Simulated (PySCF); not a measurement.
Dipole moment and polarisability of `C=C[C@@H]1CCNC1`

C₆H₁₁N.
Numbering: `[CH2:1]=[CH:2][C@@H:3]1[CH2:4][CH2:5][NH:6][CH2:7]1` (hydrogens: H8, H9 on C1; H10 on C2; H11 on C3; H12, H13 on C4; H14, H15 on C5; H16 on N6; H17, H18 on C7)

Cartesian coordinates in Å at the GFN2-xTB level; atoms count from 1:
```xyz
18
C6H11N angstrom
C      2.5503    0.0402    0.3339
C      1.5976    0.7510   -0.2395
C      0.3301    0.2161   -0.8296
C     -0.9110    1.0606   -0.4579
C     -1.9712    0.0180   -0.0329
N     -1.5158   -1.2785   -0.5127
C     -0.0709   -1.2056   -0.3785
H      3.4397    0.5050    0.7250
H      2.4919   -1.0298    0.4355
H      1.7123    1.8247   -0.3297
H      0.4472    0.2159   -1.9216
H     -0.6902    1.7441    0.3610
H     -1.2565    1.6488   -1.3080
H     -2.9670    0.2441   -0.4123
H     -2.0226   -0.0397    1.0583
H     -1.7550   -1.3796   -1.4961
H      0.4159   -1.9927   -0.9525
H      0.1663   -1.3365    0.6812
```

Level: wB97X-D/def2-SVPD (PySCF), static field, nuclei fixed, core orbitals frozen in the response. The polarisability tensor in these axes (au):

```
x   89.35 -2.14  6.28
y   -2.14 74.16 -1.33
z    6.28 -1.33 66.00
```

Q: Diagonalise the tensor; give its mean and Δα, where Δα² is half the sum of the squared differences of the eigenvalues.

A: Principal values 64.36, 73.88 and 91.27 au; mean 76.50 au = 11.34 Å³ = 12.61 × 10⁻⁴⁰ C²·m²/J; Δα = 23.64 au (31 % of the mean).

Q: What is the dipole moment, and where does it point?

A: (0.16, 1.01, -0.97) D, 1.41 D in size, pointing from the negative to the positive side. Measured along this direction, the outermost atoms are H18 at the negative end and H13 at the positive end.

Q: What depolarisation ratio follows for Rayleigh scattering of linearly polarised light, taking the static tensor?

A: ρ = 3Δα²/(45ᾱ² + 4Δα²) = 1676.5/(263374 + 2235.4) = 0.00631.

Q: Give the principal axes and the span of the nuclei along them.

A: Largest value along (0.96, -0.14, 0.25), where the nuclei span 6.39 Å; middle along (0.15, 0.99, -0.04), 3.94 Å; least along (-0.24, 0.08, 0.97), 3.45 Å. The response follows the extents in order.

Q: Molar refractivity from α?

A: Lorentz–Lorenz: R = (4π/3)N_A α = 2.5225 cm³/(mol·Å³) × 11.34 Å³ = 28.6 cm³/mol, in the limit of long wavelengths.

The structure is a single GFN2-xTB conformer in the gas phase; no vibrational or solvent corrections.
